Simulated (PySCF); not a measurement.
Simulated absorption spectrum

Species: Mo(CMe)(OMe)3, C5H12MoO3 (singlet state).
SMILES: `C[C]#[Mo]([O]C)([O]C)[O]C`

Computed, not measured: TDDFT PBE0/def2-SVPD, vertical, gas phase, core orbitals frozen in the response, def2 core potentials past Kr (PySCF 2.14.0, density-fitted response routines). Geometry: PBE0-D3(BJ)/def2-SVP; no solvent, vibrations or thermal averaging. Spin–orbit coupling is left out.

Each state is given a Gaussian of 0.3 eV full width at half maximum, with ε(max) = 2.175×10⁸ f / Δν̃ (Δν̃ the width in cm⁻¹). The width is an assumption, not a result. The curve ends short of the highest state used, and states not computed would add to its high-energy end.

```tsv
λ (nm)	ε (L mol⁻¹ cm⁻¹)
255.0	960
258.4	470
261.7	365
265.1	531
268.4	823
271.8	1095
275.1	1197
278.5	1089
281.8	840
285.2	547
288.6	306
291.9	152
295.3	65
298.6	25
302.0	9
305.3	3
308.7	1
312.0	0
315.4	0
318.8	0
322.1	0
325.5	0
328.8	0
332.2	0
```

Question: Where are the band maxima, and which computed states make them?

Answer: 275 nm (4.51 eV), ε about 1200, made up of S2 (16%), S3 (13%) and S4 (72%) (ε in L mol⁻¹ cm⁻¹; maxima over ε = 5, shares over 10%). At its high-energy end, 4.86 eV, the curve is still rising (ε about 940, from S5 and S6). The states used: S1 4.18 eV (f 0.0000); S2 4.49 eV (f 0.0021); S3 4.49 eV (f 0.0017); S4 4.51 eV (f 0.0096); S5 5.06 eV (f 0.017); S6 5.06 eV (f 0.017); S7 5.15 eV (f 0.0000); S8 5.46 eV (f 0.0006); S9 5.46 eV (f 0.0005).

Question: On this curve, what absorbance would a 10⁻³ mol/L sample give at 280 nm over a 1 cm path?

Answer: 280 nm is 4.428 eV, where ε is about 990 L mol⁻¹ cm⁻¹, so A = ε c l ≈ 0.99 (Beer–Lambert, with the gas-phase spectrum and the assumed width).

Question: What would ε be at 4.51 eV, the highest of these maxima, with half the width (0.15 eV)?

Answer: About 2370 L mol⁻¹ cm⁻¹ against 1200, a factor of about 1.98; a lone state at its own centre would give exactly 2.

Question: Coming from long wavelengths, where does ε first pass 100 L mol⁻¹ cm⁻¹?

Answer: At about 294 nm (4.22 eV), 0.04 eV above S1.
